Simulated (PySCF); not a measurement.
# Bromine: highly charged ions in a basis for the neutral atom

Br(21+) [Ne] 3s2 3p2, Br(22+) [Ne] 3s2 3p1. All numbers are calculated (PySCF 2.14, scalar relativity through the core potential, in cc-pVTZ-PP with ECP10MDF (5s4p3d1f, 39 functions)). No spin-orbit coupling, so a gap to NIST mixes the basis error with missing relativistic terms.

Changed run: basis of the neutral atom used for a highly charged ion. This setting is unsound on purpose.

```json
{"species": "Br(21+)", "method": "UHF", "sound run (hartree)": "not run", "changed run (hartree)": "-146.30330", "converged": "yes"}
{"species": "Br(21+)", "method": "LDA", "sound run (hartree)": "not run", "changed run (hartree)": "-146.15047", "converged": "yes"}
{"species": "Br(21+)", "method": "PBE0", "sound run (hartree)": "not run", "changed run (hartree)": "-146.43335", "converged": "yes"}
{"species": "Br(22+)", "method": "UHF", "sound run (hartree)": "not run", "changed run (hartree)": "-113.07328", "converged": "yes"}
{"species": "Br(22+)", "method": "LDA", "sound run (hartree)": "not run", "changed run (hartree)": "-112.96280", "converged": "yes"}
{"species": "Br(22+)", "method": "PBE0", "sound run (hartree)": "not run", "changed run (hartree)": "-113.18430", "converged": "yes"}
```

Ionisation energy of Br(21+):

| method | changed run (eV) | NIST (eV) |
| --- | --- | --- |
| UHF | 904.23 | 920.8 ± 2.2 |
| LDA | 903.08 | 920.8 ± 2.2 |
| PBE0 | 904.75 | 920.8 ± 2.2 |

The contracted functions were made for the neutral atom and can be too rigid for a highly charged ion.
